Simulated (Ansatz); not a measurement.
Reaction (substitution at a C–C bond): `CBCCF` + CH₃OH → `CBCOC` + `CF`

Computed with Ansatz on PBE0-D4/def2-TZVP structures; ΔE is electronic, products minus reactants. CBS: MP2 limit from def2 TZ/QZ plus the TZ coupled-cluster correction, frozen cores. This one scheme is used for every species. Each species was taken in one conformer, which may not be the lowest.

`CBCCF`:

Z-matrix (Å, degrees):
```
C
B 1 1.558
H 1 1.094 2 112.3
H 1 1.101 2 105.9 3 -113.6
H 1 1.091 2 116.5 3 127.4
C 2 1.563 1 125.6 3 -142.1
H 2 1.202 1 118.0 3 40.3
C 6 1.503 2 117.7 1 2.0
H 6 1.100 2 107.4 1 -122.6
H 6 1.100 2 107.3 1 126.5
F 8 1.389 6 110.9 2 -179.7
H 8 1.095 6 111.6 2 -60.4
H 8 1.095 6 111.6 2 61.0
```

CH₃OH:

Cartesian coordinates in Å:
```
C -0.006 0.279 0.221
O -0.373 -0.501 -0.894
H -0.606 1.189 0.186
H 1.052 0.568 0.199
H -0.212 -0.228 1.172
H 0.145 -1.308 -0.884
```

`CBCOC`:

Cartesian coordinates in Å:
```
C -0.061 -2.126 -0.669
B 0.070 -1.330 0.655
C 0.075 0.226 0.729
O -0.011 0.866 -0.518
C 0.005 2.261 -0.413
H -1.134 -2.356 -0.765
H 0.446 -3.094 -0.656
H 0.215 -1.556 -1.557
H 0.130 -1.898 1.713
H -0.750 0.547 1.395
H 0.990 0.537 1.272
H -0.063 2.672 -1.421
H 0.932 2.620 0.056
H -0.844 2.631 0.180
```

`CF`:

```xyz
5

C    -0.037   -0.001   -0.048
F     0.799    0.016    1.045
H    -0.897   -0.637    0.170
H     0.508   -0.396   -0.909
H    -0.373    1.018   -0.257
```

```
species  HF/CBS(def2) energy (Eh)
`CBCCF`                -242.48956
  CH₃OH                -115.10180
`CBCOC`                -218.46541
   `CF`                -139.10980
```

Problem. Work out ΔE.

Solution. ΔE = (-218.46541) + (-139.10980) − (-242.48956) − (-115.10180) = 0.01615 Eh = +42.4 kJ/mol. CCSD(T)/CBS gives +50.8 kJ/mol.

Largest T1 diagnostic among the species: 0.010.

In def2-TZVPP, CCSD(T) changes the Hartree–Fock value by +5.6 kJ/mol (the triples alone add −0.3 kJ/mol) and MP2 by +8.9 kJ/mol. From PBE to PBE0 (25 % exact exchange), in def2-TZVPP and without D4, ΔE moves by +3.1 kJ/mol.
